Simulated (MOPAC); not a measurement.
Input for MOPAC: PM6 on HI (SMILES I).

```
PM6 1SCF PRECISE CHARGE=0 THREADS=1
HI

I      0.08468098 1     0.88053868 1     4.33769672 1
H     -0.12517604 1     0.58017426 1     2.74866410 1
```

Program output:

```
*******************************************************************************
 **                                                                           **
 **                              MOPAC v23.2.5                                **
 **                                                                           **
 *******************************************************************************
 ** MOPAC's Digital Object Identifier: https://doi.org/10.5281/zenodo.6511958 **
 **                                                                           **
 ** Please cite the open-source release paper for use of this MOPAC version:  **
 ** J. E. Moussa and J. J. P. Stewart (2026)                                  **
 ** MOPAC: An open-source semiempirical molecular orbital program             **
 ** J. Open Source Softw., 11(119), 8025, https://doi.org/10.21105/joss.08025 **
 *******************************************************************************

                              PM6 CALCULATION RESULTS

 *******************************************************************************
 *  PM6        - The PM6 Hamiltonian to be used
 *
 *
 *
 *                 CHARGE ON SYSTEM = 0
 *
 *
 *
 *  PRECISE    - TIGHTER CRITERIA TO BE USED
 *  1SCF       - DO 1 SCF AND THEN STOP
 *  THREADS=1  - MULTI-THREADING NOT USED
 *  T=         - A TIME OF 172800.0 SECONDS REQUESTED
 *  DUMP=N     - RESTART FILE WRITTEN EVERY 7200.0 SECONDS REQUESTED
 *******************************************************************************
PM6 1SCF PRECISE CHARGE=0 THREADS=1
 HI

   ATOM   CHEMICAL          X               Y               Z
  NUMBER   SYMBOL      (ANGSTROMS)     (ANGSTROMS)     (ANGSTROMS)

     1       I          0.08468098  *   0.88053868  *   4.33769672  *
     2       H         -0.12517604  *   0.58017426  *   2.74866410  *



          CARTESIAN COORDINATES

    NO.       ATOM           X           Y           Z

     1         I          0.0847      0.8805      4.3377
     2         H         -0.1252      0.5802      2.7487

 General Reference for PM6:
 "Optimization of Parameters for Semiempirical Methods V: Modification of NDDO Approximations
 and Application to 70 Elements", J. J. P. Stewart, J. Mol. Mod., 13, 1173-1213 (2007)
 URL: https://link.springer.com/article/10.1007/s00894-007-0233-4

           Empirical Formula: H I  =     2 atoms



      MOLECULAR POINT GROUP   :   C*v


      RHF CALCULATION, NO. OF DOUBLY OCCUPIED LEVELS = 4


 -------------------------------------------------------------------------------
 PM6 1SCF PRECISE CHARGE=0 THREADS=1
 HI



     1SCF WAS SPECIFIED, SO BFGS WAS NOT USED
     SCF FIELD WAS ACHIEVED


                              PM6 CALCULATION
                                                       MOPAC v23.2.5 Linux




          FINAL HEAT OF FORMATION =          2.08083 KCAL/MOL =       8.70620 KJ/MOL


          COSMO AREA              =         69.48 SQUARE ANGSTROMS
          COSMO VOLUME            =         54.72 CUBIC ANGSTROMS

          IONIZATION POTENTIAL    =         10.190277 EV
          HOMO LUMO ENERGIES (EV) =        -10.190  0.577
          NO. OF FILLED LEVELS    =          4
          MOLECULAR WEIGHT        =        127.9124         POINT GROUP:  C*v

          MOLECULAR DIMENSIONS (Angstroms)

            Atom       Atom       Distance
            H     2    I     1     1.63073
            H     2    I     1     0.00000
            I     1    H     2     0.00000


          SCF CALCULATIONS        =          1





   ATOM   CHEMICAL          X               Y               Z
  NUMBER   SYMBOL      (ANGSTROMS)     (ANGSTROMS)     (ANGSTROMS)

     1       I          0.08468098  *   0.88053868  *   4.33769672  *
     2       H         -0.12517604  *   0.58017426  *   2.74866410  *

                             CARTESIAN COORDINATES

   1    I        0.084680980     0.880538680     4.337696720
   2    H       -0.125176040     0.580174260     2.748664100


           Empirical Formula: H I  =     2 atoms



      MOLECULAR POINT GROUP   :   C*v


                  EIGENVALUES
 -20.78005 -13.65281 -10.19028 -10.19028   0.57696 110.78209 110.82777 110.82777
 111.57820 111.57820


              NET ATOMIC CHARGES AND DIPOLE CONTRIBUTIONS

  ATOM NO.   TYPE          CHARGE      No. of ELECS.   s-Pop       p-Pop       d-Pop
    1          I          -0.170640        7.1706     1.96570     5.20240     0.00254
    2          H           0.170640        0.8294     0.82936
 DIPOLE           X         Y         Z       TOTAL
 POINT-CHG.    -0.172    -0.246    -1.302     1.337
 HYBRID         0.036     0.051     0.270     0.277
 SUM           -0.136    -0.195    -1.032     1.059


          ATOMIC ORBITAL ELECTRON POPULATIONS

     Atom    s        px        py        pz      x^2-y^2     xz        z^2       yz        xy
    1  I   1.96570   1.98669   1.97285   1.24286   0.00001   0.00021   0.00201   0.00032   0.00001
    2  H   0.82936

 **********************
 *                    *
 * JOB ENDED NORMALLY *
 *                    *
 **********************




 == MOPAC DONE ==
```

The run finished.

Cost: about 0.03 core-seconds (a rough figure).
